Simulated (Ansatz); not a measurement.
Cartesian coordinates in Å:
```
C 2.0622 -0.5996 -0.7086
Si 0.5798 0.0497 0.2256
C 0.5926 1.9213 0.1885
N -0.8637 -0.6409 -0.4230
Ge -2.4147 -1.0266 0.4785
H 2.0129 -0.3169 -1.7646
H 2.9907 -0.1899 -0.3020
H 2.1144 -1.6889 -0.6525
H 0.6250 -0.3882 1.6510
H -0.2650 2.3292 0.7294
H 0.5484 2.2948 -0.8388
H 1.5017 2.3179 0.6499
H -0.9640 -0.6348 -1.4278
H -3.1043 -2.2121 -0.2206
H -3.3920 0.1698 0.4962
H -2.0239 -1.3849 1.9186
```

The species carries charge 0 and has multiplicity 1.

(1) List the ωB97M-V/def2-TZVPP orbital energies in eV (Ansatz). (Estimate.)

## Answers

(1) The calculation gave: Occupied: -10866.48, -1806.57, -1362.31, -1210.03, -1210.03, -1210.02, -393.84, -280.69, -280.62, -174.12, -147.58, -123.37, -123.36, -123.34, -101.72, -101.69, -101.67, -36.22, -36.17, -36.16, -36.10, -36.09, -25.84, -22.35, -21.66, -18.17, -16.75, -14.26, -14.07, -13.77, -13.46, -13.36, -12.30, -12.16, -11.70, -11.11, -10.88, -9.29. Lowest empty: 2.02, 2.68, 2.82, 3.10, 3.55, 3.65, 3.85, 4.32.
